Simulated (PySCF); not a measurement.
**Atomic charges by several schemes**

Species: CH5BN2.
Cartesian coordinates in Å at the PBE0-D3(BJ)/def2-SVP level; atoms count from 1:
```xyz
9
CH5BN2 angstrom
N      2.4043   -0.7966   -0.3779
C      1.4654   -0.1299   -0.2298
B      0.1463    0.7069   -0.0268
N     -1.0487   -0.3906    0.0751
H      0.1415    1.3204    1.0258
H     -0.1120    1.4082   -0.9890
H     -1.1062   -0.9570   -0.7734
H     -1.9483    0.0729    0.2074
H     -0.9024   -1.0281    0.8601
```

Density: PBE0/pcSseg-1 (PySCF); schemes: Mulliken, IAO, Hirshfeld and ESP-fitted. Isolated species at its PBE0-D3(BJ)/def2-SVP geometry, gas phase.

Q: What partial charge does each atom carry?

A: In e; atoms taken as equivalent share a row and are averaged (×n: the atom named and its like, n in all):

| atom | environment | Mulliken | IAO | Hirshfeld | ESP-fitted |
| --- | --- | --- | --- | --- | --- |
| N1 | cyano nitrogen | -0.276 | -0.275 | -0.265 | -0.469 |
| C2 | cyano carbon | -0.117 | +0.032 | -0.022 | +0.174 |
| B3 | four-coordinate boron | +0.019 | -0.259 | -0.009 | +0.191 |
| N4 | nitrogen bonded to B and 3 H | -0.336 | -0.411 | -0.070 | -0.534 |
| H5/H6 | B–H hydrogen | -0.002 | +0.003 | -0.082 | -0.155 |
| H7/H8/H9 | N–H hydrogen | +0.238 | +0.302 | +0.177 | +0.316 |

Mean size of the charges over all atoms: ESP-fitted 0.292 e, IAO 0.210 e, Mulliken 0.163 e, Hirshfeld 0.118 e. Each set sums to the total charge, 0, to within 0.001 e. The ESP scheme fits charges at the nuclei, held to the total charge, to the electrostatic potential on points at 1.4 to 2.0 times the van der Waals radii.

Lowest charge. The schemes don't all agree: Mulliken N4 (-0.336); IAO N4 (-0.411); Hirshfeld N1 (-0.265); ESP-fitted N4 (-0.534).

Highest charge. All schemes agree: Mulliken H7/H8/H9 (+0.238); IAO H7/H8/H9 (+0.302); Hirshfeld H7/H8/H9 (+0.177); ESP-fitted H7/H8/H9 (+0.316).

Q: How closely do the schemes follow one another over all atoms?

A: Correlation coefficient and root-mean-square difference: Mulliken with IAO 0.90, 0.114 e; Mulliken with ESP-fitted 0.88, 0.169 e; Mulliken with Hirshfeld 0.86, 0.108 e; Hirshfeld with ESP-fitted 0.85, 0.212 e; IAO with ESP-fitted 0.80, 0.190 e; IAO with Hirshfeld 0.80, 0.165 e.

Q: Sum the charges by element, for elements with more than one atom.

A: 
```csv
element,atoms,Mulliken,IAO,Hirshfeld,ESP-fitted
N,2,-0.612,-0.686,-0.335,-1.003
H,5,+0.710,+0.913,+0.366,+0.638
```
